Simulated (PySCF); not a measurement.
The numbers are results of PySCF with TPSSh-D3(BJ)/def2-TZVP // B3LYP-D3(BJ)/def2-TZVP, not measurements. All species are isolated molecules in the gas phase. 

Reference species (SMILES): `[CH3][InH][CH3]` (neutral, multiplicity 1).

```
Quantity        Value
-------------  ------
dipole moment  0.59 D
```

Changed species: `[InH3]` (whole molecule; the reference has whole molecule).

Task: Predict the effect on the dipole moment.

Result: the dipole moment drops by 0.59 D, to 0.00 D.
